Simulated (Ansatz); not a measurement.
Input for Ansatz (a program for electronic structure): U-CCSD(T)/cc-pVDZ on CH5GaO (SMILES [CH3][GaH][OH]), a point of a bond scan (R = 3.612 Å). The run froze 16 orbitals, filled d shells among them.

Ansatz 0.2 input:
```yaml
crystal:
  periodic: [false, false, false]
  atoms:
    - {symbol: Ga, position_ang: [-0.20387702, -0.20087746, -0.18794731]}
    - {symbol: H, position_ang: [-2.32032741, -2.45646729, -2.05253302]}
    - {symbol: C, position_ang: [0.23367618, 1.68484976, -0.52349908]}
    - {symbol: H, position_ang: [0.71008193, 1.79959260, -1.49873918]}
    - {symbol: H, position_ang: [0.90792671, 2.05496810, 0.24752430]}
    - {symbol: H, position_ang: [-0.67239606, 2.29332646, -0.52678867]}
    - {symbol: O, position_ang: [0.58916424, -0.88060294, 1.28534330]}
    - {symbol: H, position_ang: [0.38327687, -1.80339226, 1.46125511]}
basis:
  gaussian:
    orbitals: cc-pVDZ
correlation: {method: ccsd_t, electrons: outside_noble_gas}
scf: {omitted_lower_state_checks: [cluster_reference]}
magnetization: {spin_polarized: true, initial_magnetization: 0}
```

Output:

```
WARN ansatz: RAYON_NUM_THREADS=1 ignored (pool sized by the plan → 1); use --threads N
Functional definition: HF
these checks for a lower state are left out or cut short: cluster_reference
integrals: 0.11 GiB planned
799 factors; integrals over basis functions are off by at most 1.4e-3 eV
mean field: 0.36 GiB planned
mean field evaluation 1: about -55472.1484 eV, gradient 2.7e1 eV
mean field evaluation 2: about -55472.1867 eV, gradient 2.7e1 eV
mean field evaluation 4: about -55475.8310 eV, gradient 2.3e0 eV
mean field evaluation 8: about -55475.8821 eV, gradient 1.4e-1 eV
mean field evaluation 16: about -55478.1021 eV, gradient 7.8e-1 eV
mean field evaluation 32: about -55478.1123 eV, gradient 1.2e-6 eV
mean field -55478.11232097 eV, -2038.7830233806 hartree, gradient 3.2e-6 eV, S^2 0.971629; 5 other end points of the search recorded, 0 dependent functions left out
16 core orbitals not correlated, not the lowest: weight in the atoms' cores, before any rotation towards them, 0.763 or more for the frozen orbitals, at most 0.243 for the correlated occupied ones
reference -55478.11232097 eV, -2038.7830233806 hartree; 9, 9 occupied and 55, 55 virtual orbitals, 799 factors
second order -10.57555342 eV of doubles, -0.00000000 eV of singles
coupled cluster: 0.29 GiB planned
cycle   1  -10.92505683 eV  change   -3.5e-1 eV  update   9.1e-2
cycle   2  -11.20705423 eV  change   -2.8e-1 eV  update   3.1e-2
cycle   3  -11.31767410 eV  change   -1.1e-1 eV  update   2.2e-2
cycle   4  -11.31980919 eV  change   -2.1e-3 eV  update   8.2e-3
cycle   5  -11.31711270 eV  change    2.7e-3 eV  update   5.2e-3
cycle   6  -11.31847669 eV  change   -1.4e-3 eV  update   4.0e-3
cycle   7  -11.32013689 eV  change   -1.7e-3 eV  update   3.6e-3
cycle   8  -11.32371369 eV  change   -3.6e-3 eV  update   3.0e-3
cycle   9  -11.32815866 eV  change   -4.4e-3 eV  update   2.1e-3
cycle  10  -11.32868714 eV  change   -5.3e-4 eV  update   1.2e-3
cycle  11  -11.32991559 eV  change   -1.2e-3 eV  update   6.4e-4
cycle  12  -11.33030959 eV  change   -3.9e-4 eV  update   3.0e-4
cycle  13  -11.33036718 eV  change   -5.8e-5 eV  update   1.3e-4
cycle  14  -11.33036526 eV  change    1.9e-6 eV  update   5.9e-5
cycle  15  -11.33033783 eV  change    2.7e-5 eV  update   2.8e-5
cycle  16  -11.33033047 eV  change    7.4e-6 eV  update   1.3e-5
coupled cluster: 0.29 GiB planned
perturbative correction -0.30319829 eV, -0.0111423317 hartree
Total energy: -55489.74584973 eV, -2039.2105476770 hartree
Checks for a lower state left out: cluster_reference
```

The calculation finished and met its thresholds. Its determinant has ⟨S²⟩ = 0.97, a mixture of spin states.

Cost: about 11 core-seconds (a rough figure).
